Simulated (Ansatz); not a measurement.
Geometry optimisation, RKS PBE/def2-SVP in Ansatz 0.2.0.

The input (input.yaml):

```yaml
crystal:
  periodic: [false, false, false]
  atoms:
    - { symbol: Ta, position_ang: [-0.087574, -0.190879, 0.128332] }
    - { symbol: O, position_ang: [1.868779, -0.486327, 0.262056] }
    - { symbol: H, position_ang: [2.238958, -0.824191, 1.101355] }
    - { symbol: Cl, position_ang: [-0.079408, -0.645085, 2.455458] }
    - { symbol: Cl, position_ang: [0.362235, 0.799776, -1.9352] }
    - { symbol: Cl, position_ang: [-1.833887, 1.313266, 0.510735] }
    - { symbol: Cl, position_ang: [-1.048471, -2.130617, -0.588297] }
    - { symbol: "N", position_ang: [1.622632, 2.517109, 1.119298] }
    - { symbol: H, position_ang: [1.024336, 2.308657, 1.92575] }
    - { symbol: H, position_ang: [1.058173, 2.90656, 0.356732] }
    - { symbol: H, position_ang: [2.100827, 1.651331, 0.791382] }
basis:
  gaussian: { orbitals: def2-SVP }
hamiltonian:
  xc: pbe
relax:
  f_tol: 0.03
  max_steps: 50
output:
  orbitals: {}
```

Run as:

```bash
$ ansatz run input.yaml --threads 4 --pin off --max-ram 5120MiB --backend cpu --events-out ev --progress --plain --runs-dir out
```

Task: Where does it end, and by what steps?

Result: The forces met the threshold. After 18 steps the energy has fallen by 1.047 eV; N8 moved furthest, 0.71 Å. Joined: Ta1–N8 (3.35 → 2.37 Å).

```csv
step,energy less start (eV),largest force component (eV/Å),accepted
0,0.0000,1.209,yes
1,-0.0659,0.834,yes
2,-0.0809,1.049,yes
3,-0.0951,1.291,yes
4,-0.2307,0.904,yes
5,-0.4774,1.702,yes
6,-0.8907,1.623,yes
7,-0.8241,2.442,no
8,-1.0254,0.383,yes
9,-1.0407,0.178,yes
10,-1.0443,0.044,yes
11,-1.0450,0.043,yes
12,-1.0455,0.090,yes
13,-1.0460,0.087,yes
14,-1.0465,0.064,yes
15,-1.0468,0.074,yes
16,-1.0465,0.106,no
17,-1.0471,0.041,yes
18,-1.0472,0.011,yes
```

```xyz
11
Properties=species:S:1:pos:R:3
Ta 0.108 0.014 0.193
O 1.856 -0.754 0.356
H 2.321 -1.177 1.099
Cl -0.028 -0.326 2.566
Cl 0.661 0.931 -1.905
Cl -1.815 1.404 0.404
Cl -1.032 -1.867 -0.526
N 1.172 2.012 0.898
H 1.281 2.017 1.923
H 0.598 2.829 0.648
H 2.102 2.137 0.473
```

Whether the end is a true minimum wasn't checked by a vibrational analysis.

Time of the run: 34 s on 4 threads of Intel(R) Xeon(R) 6975P-C (Granite Rapids) (shared host), peak memory 0.27 GiB.
